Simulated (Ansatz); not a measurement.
CH7BSi2 (`B[SiH]1C[SiH2]1`). Total charge 0; spin multiplicity 1. Geometry: relaxed with PBE0-D4/def2-TZVP.

```xyz
11

B    -1.546    0.374   -0.374
Si   -0.077    1.276    0.481
C     1.082   -0.100    0.988
Si    0.262   -0.843   -0.572
H    -2.147   -0.474    0.229
H    -2.109    0.965   -1.248
H     0.696    2.339   -0.235
H     0.782   -0.658    1.874
H     2.152    0.092    0.981
H     1.152   -0.757   -1.755
H    -0.247   -2.216   -0.368
```

**Question.** What is the dipole moment at r2SCAN/def2-TZVPP? (Best estimate.)

**Answer.** The calculation gave: 2.24 D, with components (1.92, 0.02, 1.14) D in this frame, pointing from negative to positive charge.

**Question.** And with PBE, B3LYP, ωB97M-V? (Best estimate.)

**Answer.** Ansatz gave: PBE 2.21 D, B3LYP 2.21 D, ωB97M-V 2.26 D.

**Question.** Give the Mulliken charges with r2SCAN, ωB97M-V, PBE in def2-TZVPP. (Estimate.)

**Answer.** Computed: 
```tsv
atom	r2SCAN	ωB97M-V	PBE
B1	-0.19	-0.32	-0.17
Si2	0.23	0.16	0.13
C3	-0.33	-0.42	-0.28
Si4	0.26	0.16	0.17
H5	0.02	0.10	0.04
H6	0.01	0.09	0.02
H7	-0.08	-0.02	-0.06
H8	0.11	0.15	0.12
H9	0.09	0.13	0.10
H10	-0.07	-0.02	-0.05
H11	-0.05	0.00	-0.03
```

B3LYP here is the variant with VWN-RPA as its local correlation; programs differ in this.
